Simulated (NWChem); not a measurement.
System: MgH₄O₂Cl₂; SMILES [OH2]->[Mg](<-[OH2])([Cl])[Cl]

The following NWChem deck was run.

```
start job
memory heap 200 mb stack 900 mb global 1100 mb
geometry units angstroms noautosym nocenter noautoz
  Mg    -0.031641     0.233974     0.005963
  Cl     1.495279     1.873056     0.312944
  Cl    -0.577403    -1.930067     0.361464
  O     -0.167478     0.293062    -2.055413
  H     -0.244055    -0.555625    -2.510511
  H      0.502652     0.819100    -2.511161
  O     -1.676420     1.149375     0.860103
  H     -2.259138     0.587390     1.387306
  H     -1.502221     1.956325     1.362116
end
basis spherical
  * library def2-svp
end
dft
  xc xcamb88 1.00 lyp 0.81 vwn_5 0.19 hfexch 1.00
  cam 0.33 cam_alpha 0.19 cam_beta 0.46
  iterations 150
end
property
  efieldgrad
end
task dft property
```

Coordinates come from a PBE0/def2-SVP optimisation.

Vzz is the largest principal value of the second derivative of the potential at the nucleus (NWChem prints the opposite sign); η is the asymmetry. Non-relativistic.

Atoms are numbered as in the input.

Problem. What results follow from this input? (CAM-B3LYP/def2-SVP.) Quantities: Vzz Mg1 (a.u.); η Mg1; Vzz Cl2 (a.u.); η Cl2; Vzz Cl3 (a.u.); η Cl3; Vzz O7 (a.u.); η O7.

Solution. 
| Quantity | Result |
|---|---|
| Vzz Mg1 (a.u.) | -0.354 |
| η Mg1 | 0.39 |
| Vzz Cl2 (a.u.) | 0.633 |
| η Cl2 | 0.09 |
| Vzz Cl3 (a.u.) | 0.636 |
| η Cl3 | 0.09 |
| Vzz O7 (a.u.) | -1.656 |
| η O7 | 0.72 |
